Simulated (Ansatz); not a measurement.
Reaction (ligand exchange at the Si–O bond): `[SiH3]O[SiH2][SiH3]` + `[NH2][GeH3]` → `[SiH3][SiH2][NH][GeH3]` + silanol

Isolated molecules relaxed with PBE0-D4/def2-TZVP in Ansatz; ΔE leaves out vibrations. CCSD(T)/CBS adds triple-zeta CCSD(T) − MP2 to the extrapolated MP2 energy (def2 sets, frozen cores). DFT in def2-TZVPP. HSE06 is defined as in plane-wave codes. For Ge outer-core shells are correlated without core-valence functions, which leaves a few kJ/mol of doubt a bond. Scalar relativity is left out up to krypton. Each species was taken in one conformer, which may not be the lowest.

CCSD(T)/CBS gives +45.4 kJ/mol.

(1) Another level gave +42.9 kJ/mol. Which?
A. HF/def2-TZVPP
B. r2SCAN/def2-TZVPP
C. HSE06-D4/def2-TZVPP
D. BHLYP/def2-TZVPP

Largest T1 diagnostic among the species: 0.012.

Results:

(1) C. HSE06-D4 42.9, r2SCAN 47.3, BHLYP 52.3, HF/def2-TZVPP 57.0 kJ/mol.

Leaving LDA and LC-ωPBE aside and taking each functional with its dispersion term where it has one, the values, not all of them listed here, spread over 11.6 kJ/mol, from revPBE-D4 to BHLYP-D4. From BLYP to BHLYP (50 % exact exchange), in def2-TZVPP and without D4, ΔE moves by +3.7 kJ/mol. In def2-TZVPP, CCSD(T) changes the Hartree–Fock value by −12.5 kJ/mol (the triples alone add −1.9 kJ/mol) and MP2 by −14.1 kJ/mol.
